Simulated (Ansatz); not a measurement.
Start from `[OH][Ti]([OH])([OH])[SeH]` and change one atom or group to get `[OH][Ti]([OH])([SeH])[SeH]`.

Ansatz, PBE0-D4/def2-TZVP geometries, multiplicity 1. Each molecule was computed in one conformer, which needn't be the lowest.

Scalar relativity is left out up to krypton.

| property | `[OH][Ti]([OH])([OH])[SeH]` |
| --- | --- |
| HOMO–LUMO gap (B3LYP/def2-TZVPP) / eV | 4.48 |
| HOMO energy (ωB97M-V/def2-TZVPP) / eV | -8.96 |
| HOMO energy (PBE0/def2-TZVPP) / eV | -6.86 |
| LUMO energy (ωB97M-V/def2-TZVPP) / eV | 0.30 |
| HOMO energy (PBE/def2-TZVPP) / eV | -5.74 |
| HOMO–LUMO gap (PBE0/def2-TZVPP) / eV | 4.99 |

Q: Give the same properties after the change, and the shifts. (Best estimate.)

A: The calculation gave: 
| property | `[OH][Ti]([OH])([SeH])[SeH]` | shift |
| --- | --- | --- |
| HOMO–LUMO gap (B3LYP/def2-TZVPP) / eV | 4.04 | -0.44 |
| HOMO energy (ωB97M-V/def2-TZVPP) / eV | -8.79 | 0.17 |
| HOMO energy (PBE0/def2-TZVPP) / eV | -6.75 | 0.11 |
| LUMO energy (ωB97M-V/def2-TZVPP) / eV | -0.21 | -0.51 |
| HOMO energy (PBE/def2-TZVPP) / eV | -5.67 | 0.07 |
| HOMO–LUMO gap (PBE0/def2-TZVPP) / eV | 4.49 | -0.50 |

With PBE0 the HOMO rises by 0.11 eV and the LUMO falls by 0.39 eV, so the gap narrows by about 0.50 eV. PBE moves the HOMO by 0.07 eV and ωB97M-V by 0.17 eV.

B3LYP here is the variant with VWN-RPA as its local correlation; programs differ in this.

Spin–orbit coupling is left out; it splits and shifts lone-pair levels of the heavy atoms by tenths of an eV.
